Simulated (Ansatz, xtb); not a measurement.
## Isomers of C2H10B3N3 in order of energy

5 gas-phase structures of C2H10B3N3, from a drawn sample of its isomers (lower ones may exist). Each was relaxed with GFN2-xTB:

A. `CCB1NBNBN1`, a singlet
B. `CCN1BNBNB1`, a singlet
C. `CB1NBNB(C)N1`, a singlet
D. `CB1NBNBN1C`, a singlet
E. `CN1BNBN(C)B1`, a singlet

Estimate their order in r2SCAN-D4/def2-SVP//GFN2-xTB energy at these geometries, lowest first.

Calculated order at r2SCAN-D4/def2-SVP//GFN2-xTB: C (0.0), A (13.6), D (18.7), B (27.4), E (38.1) kcal/mol.

Energies above the lowest of each column, in kcal/mol; the last columns are at r2SCAN-D4/def2-SVP geometries and were run for some of them only (a dash: not run or not comparable):

| structure | GFN2-xTB | HF/STO-3G | r2SCAN-D4/def2-SVP//GFN2-xTB | r2SCAN-D4/def2-SVP | CCSD(T)/def2-SVP + ΔMP2/def2-TZVPP |
| --- | --- | --- | --- | --- | --- |
| C | 6.7 | 0.0 | 0.0 | 0.0 | 0.0 |
| A | 6.0 | 10.8 | 13.6 | 13.4 | 12.7 |
| D | 5.1 | 13.5 | 18.7 | 18.6 | 17.9 |
| B | 0.0 | 20.1 | 27.4 | – | – |
| E | 3.3 | 25.9 | 38.1 | – | – |

CCSD(T)/def2-SVP + ΔMP2/def2-TZVPP puts C lowest of those it was run on; GFN2-xTB picks B. Flexible structures stand in one conformer each, not always the lowest. Frequencies (GFN2-xTB) were run for A, C, D alone. ΔMP2 is the change of the MP2 energy from the smaller to the larger basis.

Over these structures GFN2-xTB departs from r2SCAN-D4/def2-SVP//GFN2-xTB by 12.6 kcal/mol on average once a common shift is removed. A GFN2-xTB relaxation took about 0.18 s and the r2SCAN-D4/def2-SVP//GFN2-xTB energy about 2.5 s on a shared host (Ansatz 0.2.0, xtb 6.7.1).
